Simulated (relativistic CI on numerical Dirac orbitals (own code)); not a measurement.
Calculated levels, B

These numbers are calculated, not measured: Dirac-Coulomb-Breit CI, separate exchange-only KLI orbitals for each configuration, a model potential for QED, valence Slater integrals scaled by 0.85, P86 correlation energy added to each configuration (own radial code, finite nucleus).

CI space (outside the closed core 1s2): 2s2.2p, 2s.2p2, 2s2.3s, 2s2.3p, 2s2.3d, 2s2.4s, 2s2.4p, 2s2.4f, 2p3, 2s2.4d. Levels of other configurations are missing.

The lowest level is 2s2.2p 2P°_1/2, with 96 % of that term; Hund's rules for 2s2.2p give 2P° with J = 1/2, in agreement.

```
No.  Configuration  Term    J  E (cm⁻¹)    %  Lifetime (s)  jj configuration (%)
  1         2s2.2p   2P°  1/2       0.0   96                          2p1/2 (96)
  2         2s2.2p   2P°  3/2      13.0   96      5.08e+07            2p3/2 (96)
  3     2s.2p2(3P)    4P  1/2   27112.2  100      1.25e-01       2s 2p1/2^2 (44)
  4     2s.2p2(3P)    4P  3/2   27117.8  100      1.10e+01   2s 2p1/2 2p3/2 (89)
  5     2s.2p2(3P)    4P  5/2   27123.9  100      7.85e-01       2s 2p3/2^2 (67)
  6         2s2.3s    2S  1/2   46867.7  100      2.69e-09              3s (100)
  7     2s.2p2(1D)    2D  3/2   51580.4   92      6.49e-09   2s 2p1/2 2p3/2 (62)
  8     2s.2p2(1D)    2D  5/2   51580.5   92      6.50e-09   2s 2p1/2 2p3/2 (61)
  9         2s2.3p   2P°  1/2   55284.7  100                         3p1/2 (100)
 10         2s2.3p   2P°  3/2   55286.7  100                         3p3/2 (100)
 11         2s2.3d    2D  3/2   61265.5   93      3.08e-09            3d3/2 (93)
 12         2s2.3d    2D  5/2   61265.7   93      3.08e-09            3d5/2 (93)
 13         2s2.4s    2S  1/2   62136.3   96      3.49e-09               4s (96)
 14         2s2.4p   2P°  1/2   65010.4  100                         4p1/2 (100)
 15         2s2.4p   2P°  3/2   65011.0  100                         4p3/2 (100)
 16     2s.2p2(1S)    2S  1/2   65213.8   96      1.10e-09       2s 2p3/2^2 (64)
```

Energies count from the lowest computed level; ° marks odd parity; lifetimes are radiative, by E1, M1, E2, M2, E3 decay to levels of this space only; some are left blank where a channel outside the calculation adds to the decay or the decay crosses a small, uncertain gap. Percentages are summed over parent terms; the parents shown are those of the largest component, closed shells are left out there. Filled j subshells are mostly left out of the jj labels.

The mean weight of the leading LS term, summed over parents, in these 16 levels is 97 %, and that of the leading jj configuration (from the same eigenvectors) 85 %, so LS coupling describes them better.

For a near-neutral ion this model can misplace configurations by up to about 10,000 cm⁻¹ (more where the count of f electrons changes) and terms by 10 to 25 % of their spread. Rates follow the energies as ν³ (E1, M1) or ν⁵ (E2), so they and the lifetimes can be off by large factors. The fine structure of a lone outer electron comes out too small, for d and f at times inverted, and misplaced configurations move strength between like terms. 11 of the 15 excited levels that our extract of the measured tables holds in this range could be paired (the sources list more); they are missed by 5654 cm⁻¹ on average and 7224 at most, and levels without a partner can miss by more.
